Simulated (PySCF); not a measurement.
## Electron correlation in Ar (argon, neutral)

Starting occupation: [Ar]. Computed with PySCF 2.14 in x2c-TZVPPall-2c with one added diffuse shell each of s, p, d type (6s7p4d1f, 54 functions), with X2C-1e with screened-nucleus spin-orbit coupling, Gaussian nucleus. Frozen: 1s2; 16 electrons correlated.

MP2 pair energies summed by pair of shells (mhartree):

| pair | energy | share (%) |
| --- | --- | --- |
| 3p3/2-3p3/2 | -68.55 | 17.7 |
| 3p1/2-3p3/2 | -67.63 | 17.5 |
| 2p1/2-2p3/2 | -48.49 | 12.5 |
| 2p3/2-2p3/2 | -45.90 | 11.9 |
| 3p3/2-3s1/2 | -30.99 | 8.0 |
| 3p1/2-3p1/2 | -17.42 | 4.5 |
| 3p1/2-3s1/2 | -15.54 | 4.0 |
| 2p3/2-3p3/2 | -14.13 | 3.7 |
| 2p3/2-2s1/2 | -12.34 | 3.2 |
| 2p1/2-2p1/2 | -10.76 | 2.8 |
| 3s1/2-3s1/2 | -8.84 | 2.3 |
| 2p3/2-3p1/2 | -7.96 | 2.1 |
| 2p1/2-3p3/2 | -7.75 | 2.0 |
| 2p3/2-3s1/2 | -6.43 | 1.7 |
| 2p1/2-2s1/2 | -6.18 | 1.6 |
| 2s1/2-2s1/2 | -5.02 | 1.3 |
| 2s1/2-3p3/2 | -3.36 | 0.9 |
| 2p1/2-3s1/2 | -3.17 | 0.8 |
| 2p1/2-3p1/2 | -3.15 | 0.8 |
| 2s1/2-3p1/2 | -1.71 | 0.4 |
| 2s1/2-3s1/2 | -1.60 | 0.4 |

Total MP2 correlation energy: -386.91 mhartree.

```json
{"level": "CCSD", "correlation energy (mhartree)": "-400.26"}
{"level": "(T)", "correlation energy (mhartree)": "-8.62"}
{"level": "CCSD(T)", "correlation energy (mhartree)": "-408.88"}
```

Diagnostics: T1 = 0.0021, largest double amplitude 0.037.

Cost of the coupled-cluster step: 310 s of wall time on 4 threads of Neoverse-V2 (shared host), for 16 occupied and 90 virtual spinors.
